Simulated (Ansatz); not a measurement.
Born–Oppenheimer molecular dynamics of CH$_{5}$BClNSSi (11 atoms, charge 0, multiplicity 1). It starts at the highest image of a converged band. Of that band: The profile has 2 maxima (images 1, 4) with wells between them (image 3): this band takes more than one step, which may be the mechanism or a detour left from its start path. A vibrational analysis at the climbing image gives one clearly imaginary mode, 435i cm⁻¹: a first-order saddle point.

Theory: RKS PBE-D4/cc-pVDZ (Ansatz 0.2.0).

- ensemble: NVE (velocity Verlet)
- time step: 0.5 fs
- steps asked: 200
- starting velocities drawn for: 100 K
- seed: 5377

First frame:

```xyz
11
Properties=species:S:1:pos:R:3
N -0.923 -0.815 -1.668
C -0.133 -0.321 -0.625
S 1.016 -1.528 0.234
Si 0.910 0.079 1.756
B -0.378 0.816 0.380
Cl -1.524 2.156 0.158
H -0.399 -1.145 -2.486
H -1.662 -0.161 -1.949
H 0.638 0.575 -0.898
H 0.283 -0.427 3.033
H 2.238 0.717 2.087
```

**Question.** How far do the bonds stretch over the last three quarters of this one trajectory? (Pairs bonded in most of those frames.)

**Answer.** 
| bond | mean (Å) | spread (Å) | shortest | longest |
| --- | --- | --- | --- | --- |
| N1–C2 | 1.422 | 0.013 | 1.40 | 1.46 |
| N1–H7 | 1.026 | 0.019 | 0.99 | 1.06 |
| N1–H8 | 1.029 | 0.025 | 0.99 | 1.07 |
| C2–S3 | 1.970 | 0.030 | 1.92 | 2.02 |
| C2–B5 | 1.591 | 0.022 | 1.56 | 1.62 |
| C2–H9 | 1.122 | 0.021 | 1.10 | 1.18 |
| S3–Si4 | 2.186 | 0.014 | 2.16 | 2.21 |
| Si4–B5 | 2.027 | 0.019 | 1.98 | 2.05 |
| Si4–H10 | 1.514 | 0.027 | 1.48 | 1.56 |
| Si4–H11 | 1.515 | 0.009 | 1.50 | 1.53 |
| B5–Cl6 | 1.780 | 0.013 | 1.76 | 1.80 |

Mean temperature of the second half: 254 K. The conserved energy stayed within 0.11 meV per atom of its start (net change 0.06 meV per atom), so the integration is sound. The system heated up, since it started high on the potential surface and ran downhill. A run of 0.1 ps of so small a system gives no equilibrium averages. The orbitals stay closed-shell, which can raise the energy where a bond breaks towards radicals; this wasn't checked here.

Run time: 11 min on 2 threads of Arm Neoverse V1, on a shared host, peak memory 0.19 GiB.
